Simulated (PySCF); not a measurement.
Gas-phase reaction: GeH4 + F2 → GeH3F + HF, at 1000 K and a standard pressure of 1 bar. Level: HF/6-31G*.

Energies from PySCF, thermal terms from the rigid-rotor harmonic-oscillator model, ideal gas at 1 bar. 6-31G* has spherical d functions here. All species are closed-shell singlets. Ge: all electrons, no relativistic terms. The harmonic model lacks anharmonicity and excited electronic states, which grow with temperature; levels with a mode under 35 cm⁻¹ are left out.

```csv
species,E (Ha),H(1000 K) − E (kJ/mol),S°(1000 K) (J/mol/K)
GeH4,-2076.84974,139.1,291.7
F2,-198.67327,39.5,241.1
GeH3F,-2175.74389,133.1,333.7
HF,-100.00078,55.1,208.8
```
E: electronic energy; H − E holds the zero-point and thermal terms. 1 Ha = 2625.5 kJ/mol.

### Question
Work out ΔH°, ΔS°, ΔG° and log10 K from these numbers.

### Answer
1. ΔE = 1×(-2175.74389) + 1×(-100.00078) − 1×(-2076.84974) − 1×(-198.67327) = -0.22166 Ha = -582.0 kJ.
2. Δ(H − E) = 1×(133.1) + 1×(55.1) − 1×(139.1) − 1×(39.5) = 9.6 kJ, so ΔH° = -572.4 kJ.
3. ΔS° = 1×(333.7) + 1×(208.8) − 1×(291.7) − 1×(241.1) = 9.7 J/K; the number of gas molecules stays the same.
4. ΔG° = ΔH° − TΔS° = -572.4 − 1000×(9.7)/1000 = -582.1 kJ.
5. log10 K = −ΔG°/(RT ln 10) = 30.41, with RT ln 10 = 19.14 kJ/mol; at standard pressures the products are favoured.
6. A shift of 10 kJ in ΔE would move log10 K by 0.52 here.
For scale, ΔH°(298 K) is -574 kJ at this level, -571 kJ at ωB97M-V/def2-TZVP†, and runs from -625 to -465 kJ over the 20 levels computed († marks an energy on the PBE0/def2-TZVP geometry).
